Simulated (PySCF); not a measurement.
PySCF input for TlI, SMILES [I][Tl], B3LYP-D3(BJ)/def2-TZVP. Geometry: B3LYP-D3(BJ)/def2-TZVP. The def2 effective core potentials stand for the cores of I, Tl; spin–orbit coupling is left out.

```python
import numpy as np
from pyscf import gto, scf, dft, df
from pyscf.hessian import thermo

mol = gto.M(
    atom='''
    Tl    0.00000000    0.00000000   -1.13760279
    I     0.00000000    0.00000000    1.73860048
    ''',
    basis='def2-TZVP',
    ecp={'I': 'def2-tzvp', 'Tl': 'def2-tzvp'},
    charge=0,
    spin=0,
    max_memory=1600,
    verbose=3,
)
mf = dft.RKS(mol, xc='b3lyp').density_fit(auxbasis='def2-universal-jkfit')
mf.disp = 'd3bj'
mf.grids.level = 3
mf.conv_tol = 1e-11
mf.max_cycle = 100
mf.kernel()

# [left out here: the lines that compute and print the analytic Hessian (its translational invariance restored by hand, since the grid's response is missing), thermochemistry and intensities]
```

It prints:

```
converged SCF energy = -470.47741359101

WARN: DFTD3 does not support analytical Hessian, using finite difference


WARN: Mole.unit (angstrom) is changed to Bohr

Mode                                 0
Irrep
Freq [cm^-1]                      141.8998
Reduced mass [au]                 148.4631
Force const [Dyne/A]                1.7613
Char temp [K]                     204.1622
Normal mode                   x     y     z
       0  Tl                 0.00  0.00 -0.04
       1   I                 0.00  0.00  0.07
temperature 298.1500 [K]
pressure 101325.00 [Pa]
Rotational constants [GHz] inf 0.78030 0.78030
Symmetry number 1
Zero-point energy (ZPE) 0.00032 [Eh]   848.749 [J/mol]
                           tot       elec      trans        rot        vib
Entropy [J/mol/K]       275.740      0.000    181.119     82.998     11.624
Cv [J/mol/K]             28.783      0.000     12.472      8.314      7.997
Cp [J/mol/K]             37.098      0.000     20.786      8.314      7.997
Internal energy [J/mol]                      3718.434   2478.956   2575.073
Internal energy [Eh]   -470.47407  -470.47741
Enthalpy [J/mol]                             6197.391   2478.956   2575.073
Enthalpy [Eh]          -470.47313
Gibbs free energy [J/mol]                  -47803.167 -22266.927   -890.491
Gibbs free energy [Eh] -470.50444
static polarisability / bohr^3: [[ 52.053   0.     -0.   ]
 [  0.     52.053  -0.   ]
 [  0.      0.    120.336]]
largest difference of analytic and finite-field dipole derivatives / e: 0.004160487372054211
mode   freq/cm-1   IR/(km/mol)   Raman/(A^4/amu)   depolarisation
   1      141.90        22.341             6.648            0.295
max |gradient| / (hartree/bohr): 4.968011805942862e-05
APT charges: [ 0.6716 -0.6717]
```

The run converged.
